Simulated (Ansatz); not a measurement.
Ansatz (a first-principles code) input (RI-MP2/aug-cc-pV(Q+d)Z):
A basis named .json is the Basis Set Exchange file of that set.

Ansatz 0.2 input:
```yaml
crystal:
  periodic: [false, false, false]
  atoms:
    - {symbol: Si, position_ang: [0.35007667, 0.22805658, -0.38526452]}
    - {symbol: C, position_ang: [1.35411753, -1.33597481, -0.56239999]}
    - {symbol: Cl, position_ang: [1.64278778, 1.62301812, 0.62240733]}
    - {symbol: N, position_ang: [-1.06468884, 0.03125935, 0.49459783]}
    - {symbol: Si, position_ang: [-2.38288787, -1.15087169, -0.09607562]}
    - {symbol: H, position_ang: [0.23708359, 0.87151900, -1.72316731]}
    - {symbol: H, position_ang: [0.76421254, -2.08496746, -1.09132872]}
    - {symbol: H, position_ang: [2.27646158, -1.14052121, -1.11448017]}
    - {symbol: H, position_ang: [1.60573558, -1.73302755, 0.42275639]}
    - {symbol: H, position_ang: [-1.42236351, 0.82175016, 1.00537007]}
    - {symbol: H, position_ang: [-1.61687022, -2.46309209, 0.16518698]}
    - {symbol: H, position_ang: [-1.98417845, -1.14652385, -1.59428473]}
basis:
  gaussian:
    orbitals: aug-cc-pV_Q+d_Z.json
    fitting: {mean_field: def2-universal-jkfit, correlation: aug-cc-pVQZ-RIFIT.json}
total_charge: -1
magnetization: {spin_polarized: false}
correlation: {method: mp2, electrons: outside_noble_gas}
```

Output:

```
Functional definition: HF
integrals: 2.50 GiB planned
662 factors; integrals over basis functions are off by at most 6.3e0 eV
2.34 GiB of device memory are held for the factors and their scratch space
mean field: 4.95 GiB planned
mean field evaluation 1: about -30853.3665 eV, gradient 3.5e1 eV
mean field evaluation 2: about -30856.0999 eV, gradient 1.7e1 eV
mean field evaluation 4: about -30856.8341 eV, gradient 1.2e0 eV
mean field evaluation 8: about -30856.8421 eV, gradient 1.8e-6 eV
mean field -30856.84208514 eV, -1133.9680311101 hartree, gradient 1.8e-6 eV, S^2 0.000000; 0 other end points of the search recorded, 0 dependent functions left out
17 core orbitals not correlated
1478 factors; their error is unknown
reference -30856.84208514 eV, -1133.9680311101 hartree; 16, 16 occupied and 716, 716 virtual orbitals, 1478 factors
second order -24.90854248 eV of doubles, -0.00000000 eV of singles
Total energy: -30881.75062762 eV, -1134.8834031626 hartree
```

It need not be the lowest isomer of its formula. Whether it binds its extra electron was not tested at this geometry.
